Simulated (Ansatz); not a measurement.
Input file for Ansatz (a first-principles code): R-wB97X-V/def2-TZVPPD on H2Se (SMILES [SeH2]) with ghost functions, monomers drawn apart or pushed together. Files ending in .json are basis or fitting sets from the Basis Set Exchange.

Ansatz 0.2 input:
```yaml
crystal:
  periodic: [false, false, false]
  atoms:
    - {symbol: Se, position_ang: [-0.07916195, -0.64465257, 3.40590544]}
    - {symbol: H, position_ang: [-0.28193461, 0.36610587, 4.45506798]}
    - {symbol: H, position_ang: [1.27995339, -0.15040496, 3.14353930]}
basis:
  gaussian:
    orbitals: def2-TZVPPD.json
    ghost_atoms:
      - {symbol: Ge, position_ang: [0.11057783, 0.05083799, -0.08422467]}
      - {symbol: H, position_ang: [-1.40387662, 0.02942135, 0.15658022]}
      - {symbol: H, position_ang: [0.39073553, 0.12046956, -1.59506055]}
      - {symbol: H, position_ang: [0.74358985, -1.22941606, 0.48266219]}
      - {symbol: H, position_ang: [0.73231329, 1.27433504, 0.60332693]}
hamiltonian:
  xc: {name: wB97X-V}
scf: {lower_state_search: off}
```

Program output:

```
Functional definition: wB97X-V
[...]
these checks for a lower state are left out or cut short: stability, starts, cluster_reference, orbital_swaps, neighbouring_geometries, increment
integrals: 0.19 GiB planned
1131 factors; their error is unknown
integrals: 0.23 GiB planned
297 factors; integrals over basis functions are off by at most 2.9e-5 eV
mean field: 1.32 GiB planned
mean field evaluation 1: about -65375.6592 eV, gradient 8.9e0 eV
mean field evaluation 2: about -65375.8937 eV, gradient 3.4e0 eV
mean field evaluation 4: about -65375.9266 eV, gradient 3.8e-1 eV
mean field evaluation 8: about -65376.1182 eV, gradient 2.2e-3 eV
mean field -65376.11817421 eV, -2402.5280293778 hartree, gradient 7.9e-6 eV, S^2 0.000000; 0 other end points of the search recorded, 0 dependent functions left out
reference -65376.11817178 eV, -2402.5280292883 hartree; 18, 18 occupied and 195, 195 virtual orbitals, 1131 factors
Total energy: -65376.11817178 eV, -2402.5280292883 hartree
Checks for a lower state left out: stability, starts, cluster_reference, orbital_swaps, neighbouring_geometries, increment
```

The run converged.

Cost: about 10 core-seconds (a rough figure).
